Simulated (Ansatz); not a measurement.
Basis-set extrapolation for C2H3BClFS (`C=C(F)B(S)Cl`) (PBE0-D4/def2-TZVP geometry, frozen core, Ansatz 0.2.0). Multiplicity 1, RHF reference.

```tsv
	def2-TZVPP	def2-QZVPP
HF	-1058.793909	-1058.825977
MP2 correlation	-1.022175	-1.108143
CCSD(T) correlation	-1.117888	not run
```

Energies in hartree. Use E(X) = E(∞) + A·exp(−7.88·√X) for Hartree–Fock and E(X) = E(∞) + B·X^(−2.97) for correlation, with X = 3 and 4, and add CCSD(T) minus MP2 of the smaller set to the MP2 limit.

**Question.** What is the CCSD(T) energy at the basis-set limit?

**Answer.** HF limit: -1058.825977 + (-0.032068) × 0.13774 = -1058.83039. MP2 limit: -1.108143 + (-0.085968) × 0.74074 = -1.17182. Higher-order term: -1.117888 − (-1.022175) = -0.09571. Total: -1060.09792 hartree, 488.7 kJ/mol below CCSD(T)/def2-TZVPP.
